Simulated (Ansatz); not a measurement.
`C=C[SiH2]O` + `[SiH3][TeH]` → `C=C[Te][SiH3]` + `O[SiH3]`  (substitution at a C–Si bond)

Computed with Ansatz on PBE0-D4/def2-TZVP structures; ΔE is electronic, products minus reactants. CCSD(T)/CBS adds triple-zeta CCSD(T) − MP2 to the extrapolated MP2 energy (def2 sets, frozen cores). DFT in def2-TZVPP. def2 core potentials past Kr. For Te outer-core shells are correlated without core-valence functions, which leaves a few kJ/mol of doubt a bond. One conformer a species, not always the lowest.

| species | ωB97M-V energy (Eh) |
| --- | --- |
| `C=C[SiH2]O` | -444.54419 |
| `[SiH3][TeH]` | -559.87049 |
| `C=C[Te][SiH3]` | -637.25530 |
| `O[SiH3]` | -367.14241 |

Work out ΔE.

ΔE = (-637.25530) + (-367.14241) − (-444.54419) − (-559.87049) = 0.01697 Eh = +44.6 kJ/mol. CCSD(T)/CBS gives +36.7 kJ/mol.

Largest T1 diagnostic among the species: 0.011.

From BLYP to BHLYP (50 % exact exchange), in def2-TZVPP and without D4, ΔE moves by +9.0 kJ/mol. At CCSD(T), def2-SVP lies +9.8 kJ/mol from the extrapolated value and def2-TZVPP +1.9 kJ/mol.
